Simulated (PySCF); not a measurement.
Isomers of C7H14BN, from PBE0-D3(BJ)/def2-SVP geometry optimisation, gas phase (PySCF). One conformer each, no zero-point energy, no frequencies.

Question: Which is lower in electronic energy at this level?
A. `[BH3-:1][N+:2]#[C:3][CH2:4][CH:5]1[CH2:6][CH2:7][CH2:8][CH2:9]1` with C3–C4–C5–C6 -178°, C4–C5–C6–C7 125°, C5–C6–C7–C8 24°, C6–C7–C8–C9 -40°, C7–C8–C9–C5 41°: A = 4110, B = 730.5, C = 650.6 MHz, dipole 7.81 D
B. `[CH:1]#[C:2][C@@H:3]1[CH2:4][CH2:5][BH2-:6][N+:7]1([CH3:8])[CH3:9]` with C2–C3–C4–C5 -160°, C3–C4–C5–B6 6°, C4–C5–B6–N7 20°, C5–B6–N7–C8 79°: A = 2279, B = 1506, C = 1144 MHz, dipole 4.15 D

Answer: A. That is `C1CC(CC#[N+][BH3-])CC1`, 32.6 kcal/mol below the other.

```tsv
SMILES	mapped SMILES	E (Eh)	relative (kcal/mol)	relative (kJ/mol)	dipole (D)
[BH3-][N+]#CCC1CCCC1	[BH3-:1][N+:2]#[C:3][CH2:4][CH:5]1[CH2:6][CH2:7][CH2:8][CH2:9]1	-354.08322	0.0	0.0	7.81
C#C[C@@H]1CC[BH2-][N+]1(C)C	[CH:1]#[C:2][C@@H:3]1[CH2:4][CH2:5][BH2-:6][N+:7]1([CH3:8])[CH3:9]	-354.03127	32.6	136.4	4.15
```
